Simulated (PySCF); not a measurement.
**Bond length, frequency and bond energy of NaSr⁻ by level of theory**

State: ¹Σ⁺ (singlet), closed shell. Set-up: basis Na aug-cc-pVDZ-DK, Sr aug-cc-pVDZ-X2C; spin-free X2C with a Gaussian nucleus; PySCF 2.14. De refers to Na⁻ + Sr in their ground configurations, without counterpoise correction. A positive dipole points towards Sr; it is taken about the centre of mass and depends on that origin.

```json
{"Level": "RHF-MP2", "Re (Å)": "4.156", "ωe (cm⁻¹)": "69.7", "De (eV)": "n/a", "μ (D)": "n/a", "CPU s a point (SCF and correlation, without the integrals)": "0.55"}
{"Level": "RHF-SCS-MP2", "Re (Å)": "4.193", "ωe (cm⁻¹)": "67.8", "De (eV)": "0.368", "μ (D)": "n/a", "CPU s a point (SCF and correlation, without the integrals)": "n/a"}
{"Level": "RHF-CCSD", "Re (Å)": "4.122", "ωe (cm⁻¹)": "72.8", "De (eV)": "0.408", "μ (D)": "n/a", "CPU s a point (SCF and correlation, without the integrals)": "n/a"}
{"Level": "RHF-CCSD(T)", "Re (Å)": "4.081", "ωe (cm⁻¹)": "75.9", "De (eV)": "0.467", "μ (D)": "n/a", "CPU s a point (SCF and correlation, without the integrals)": "29"}
{"Level": "PBE", "Re (Å)": "4.105", "ωe (cm⁻¹)": "77.3", "De (eV)": "0.53", "μ (D)": "6.14", "CPU s a point (SCF and correlation, without the integrals)": "1.7"}
{"Level": "TPSS", "Re (Å)": "4.151", "ωe (cm⁻¹)": "77.6", "De (eV)": "0.53", "μ (D)": "5.80", "CPU s a point (SCF and correlation, without the integrals)": "2.2"}
{"Level": "r²SCAN", "Re (Å)": "4.139", "ωe (cm⁻¹)": "78.6", "De (eV)": "0.54", "μ (D)": "5.77", "CPU s a point (SCF and correlation, without the integrals)": "2.4"}
{"Level": "M06-L", "Re (Å)": "4.079", "ωe (cm⁻¹)": "79.9", "De (eV)": "0.475", "μ (D)": "6.88", "CPU s a point (SCF and correlation, without the integrals)": "2.5"}
{"Level": "PBE0", "Re (Å)": "4.138", "ωe (cm⁻¹)": "77.3", "De (eV)": "0.51", "μ (D)": "5.86", "CPU s a point (SCF and correlation, without the integrals)": "3.7"}
{"Level": "M06-2X", "Re (Å)": "4.025", "ωe (cm⁻¹)": "80.0", "De (eV)": "0.472", "μ (D)": "6.07", "CPU s a point (SCF and correlation, without the integrals)": "2.7"}
```

Question: Which functional lies closest to RHF-CCSD(T) in De, which farthest, and by how much do they differ from it?

Answer: Closest is M06-2X (-5.6 pm in Re, +5.4 % in ωe, +0.00 eV in De against RHF-CCSD(T) in the same basis), farthest r²SCAN (+5.8 pm in Re, +3.6 % in ωe, +0.07 eV in De). CCSD(T) converges more slowly with the basis than the functionals do and binds too weakly in this one, so the order can change at the basis-set limit.

Question: What does a quarter of exact exchange do here, going from PBE to PBE0?

Answer: PBE0 less PBE: +3.3 pm in Re, +0.0 % in ωe, -0.02 eV in De. Exact exchange removes part of the self-interaction that spreads semilocal densities, and in most molecules shortens and stiffens the bond and lowers De; here Re goes the other way.

Question: What does the step from GGA to meta-GGA do here, going from PBE to r²SCAN?

Answer: r²SCAN less PBE: +3.4 pm in Re, +1.7 % in ωe, +0.01 eV in De. 

Correlated steps freeze 10 core orbitals. Closed-shell solutions of metal pairs were not tested for spin polarisation, which can lower them a little. Correlated levels converge slowly with the basis: in double zeta they bind strong bonds too weakly, by up to about 1 eV, and carry superposition errors of some tenths. For an ion De counts to the pair picked by the measured ionisation energies or electron affinities, which need not be the lowest pair at this level. The highest Kohn–Sham level is positive in this anion. Much of that is self-interaction error, but it also means that the finite basis helps to hold the extra electron.

The whole job (state search and all levels along the bond) took about 11 min on 1 thread of Arm Neoverse N1 (shared host), peak memory 1.1 GiB.
